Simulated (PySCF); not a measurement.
**Working out the excitation energy of Se**

Se [Ar] 3d10 4s2 4p4 (3P) → Se [Ar] 3d10 4s1 4p5 (3P). All numbers are calculated (PySCF 2.14, scalar relativity by spin-free X2C-1e, in x2c-TZVPPall (6s5p4d1f, 48 functions)). Frozen: [Ar] 3d10. Energies in hartree (1 hartree = 27.21139 eV):

```
            part    Se (lower)    Se (upper)
             UHF  -2428.066400  -2427.634787
CCSD correlation     -0.118554     -0.182536
             (T)     -0.003584     -0.017000
```

Question: What does Hartree-Fock give?

Answer: (-2427.634787) − (-2428.066400) = 0.431613 hartree = 11.745 eV.

Question: What do CCSD and CCSD(T) give?

Answer: The CCSD correlation energies differ by -0.063982 hartree = -1.741 eV and the triples by -0.013416 hartree = -0.365 eV, so CCSD gives 10.004 eV and CCSD(T) 9.639 eV.

The coupled-cluster amplitudes are large, so a single reference is strained.
